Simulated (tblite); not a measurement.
C5H8BNO2 (charge +1 and doublet state).
Numbering: `[CH3:1][CH2:2][C+:3]([CH:4][C:5]#[N:6])[B:7]([OH:8])[OH:9]` (hydrogens: H10, H11, H12 on C1; H13, H14 on C2; H15 on C4; H16 on O8; H17 on O9)
Bond orders are those of one Lewis drawing.

Computed with GFN2-xTB (tblite), gas phase: L-BFGS steps from a force-field or distance-geometry start until the largest atomic force falls under 0.01 eV/Å.

Step 58: E = -723.6978 eV
```
atom  x, y, z in Å  |  force x, y, z in eV/Å
C1      1.8881    0.0158    0.3824    0.000  -0.021  -0.009
C2      0.9572   -0.0017   -0.8310   -0.026  -0.015   0.011
C3     -0.4215    0.2124   -0.3274    0.008  -0.004   0.038
C4     -1.0291    1.3831   -0.1077    0.028  -0.010   0.000
C5     -0.3048    2.5912   -0.0937    0.023  -0.027  -0.040
N6      0.3144    3.5493   -0.1645   -0.029   0.050   0.003
B7     -1.2122   -1.1532    0.1901    0.018   0.076  -0.009
O8     -0.4210   -2.1982    0.3694   -0.031   0.100  -0.039
O9     -2.5141   -0.9587    0.3529    0.104  -0.077  -0.049
H10     1.8703    0.9894    0.8662    0.021  -0.004  -0.008
H11     1.6133   -0.7427    1.1135    0.022  -0.021   0.011
H12     2.8950   -0.2222    0.0425    0.026   0.030  -0.023
H13     1.0622   -0.9710   -1.3230   -0.021  -0.010   0.002
H14     1.2127    0.7726   -1.5630   -0.020   0.007   0.059
H15    -2.0857    1.4753    0.1137   -0.014  -0.009   0.003
H16    -0.7230   -3.0512    0.6816   -0.051  -0.053   0.040
H17    -3.1087   -1.6782    0.5738   -0.058  -0.013   0.011
```

Step 59: E = -723.6992 eV
```
atom  x, y, z in Å  |  force x, y, z in eV/Å
C1      1.8922    0.0157    0.3833   -0.002  -0.033  -0.005
C2      0.9545   -0.0003   -0.8245   -0.023  -0.018   0.028
C3     -0.4221    0.2159   -0.3167    0.002  -0.018   0.029
C4     -1.0298    1.3854   -0.0966   -0.010  -0.013  -0.037
C5     -0.3042    2.5917   -0.1006    0.053   0.058  -0.015
N6      0.3166    3.5481   -0.1848   -0.054   0.010   0.002
B7     -1.2135   -1.1503    0.1923    0.028   0.066  -0.005
O8     -0.4204   -2.1938    0.3695   -0.015   0.089  -0.036
O9     -2.5164   -0.9606    0.3478    0.052  -0.111  -0.038
H10     1.8724    0.9869    0.8735    0.032  -0.031  -0.021
H11     1.6240   -0.7500    1.1096    0.022  -0.006   0.020
H12     2.8979   -0.2198    0.0364    0.013   0.051  -0.017
H13     1.0526   -0.9720   -1.3127   -0.004  -0.009  -0.021
H14     1.2074    0.7723   -1.5588   -0.016   0.007   0.049
H15    -2.0872    1.4764    0.1232    0.008   0.003   0.016
H16    -0.7201   -3.0485    0.6776   -0.059  -0.073   0.048
H17    -3.1109   -1.6850    0.5573   -0.027   0.029   0.003
```

**Question.** Estimate the geometry and energy of step 60. (The exact step hangs on the optimiser's Hessian estimate; all steps are aligned on step 59, rigid shifts and turns removed.)

**Answer.** E = -723.7006 eV, largest force 0.149 eV/Å
```
atom  x, y, z in Å  |  force x, y, z in eV/Å
C1      1.8978    0.0150    0.3834    0.002  -0.041  -0.004
C2      0.9535    0.0002   -0.8189   -0.015  -0.022   0.037
C3     -0.4215    0.2186   -0.3094   -0.022  -0.005   0.026
C4     -1.0308    1.3871   -0.0908   -0.027  -0.017  -0.065
C5     -0.3051    2.5934   -0.1058   -0.052  -0.059   0.025
N6      0.3118    3.5504   -0.1937    0.040   0.142  -0.018
B7     -1.2141   -1.1470    0.1938   -0.001   0.035  -0.010
O8     -0.4216   -2.1908    0.3682    0.017   0.058  -0.016
O9     -2.5186   -0.9650    0.3420    0.098  -0.002  -0.050
H10     1.8782    0.9841    0.8788    0.034  -0.051  -0.029
H11     1.6347   -0.7567    1.1056    0.026   0.006   0.032
H12     2.9021   -0.2181    0.0293    0.001   0.062  -0.008
H13     1.0463   -0.9742   -1.3028    0.007  -0.001  -0.042
H14     1.2054    0.7708   -1.5554   -0.016   0.003   0.039
H15    -2.0898    1.4766    0.1260    0.040   0.010   0.022
H16    -0.7225   -3.0447    0.6773   -0.058  -0.075   0.044
H17    -3.1127   -1.6878    0.5483   -0.073  -0.044   0.018
```

The energy changes by -0.0013 eV. The first-order estimate −F·Δx gives -0.0021 eV and the mean of the old and new forces, exact on a quadratic surface, -0.0013 eV. The step makes an angle of 75° with the force vector and moves no atom by more than 0.013 Å.

What follows is the cost of the whole relaxation. On an Arm Neoverse V2 with one thread, no GPU, shared host with 96 logical CPUs at a one-minute load of 65, this took 0.86 s of wall time.
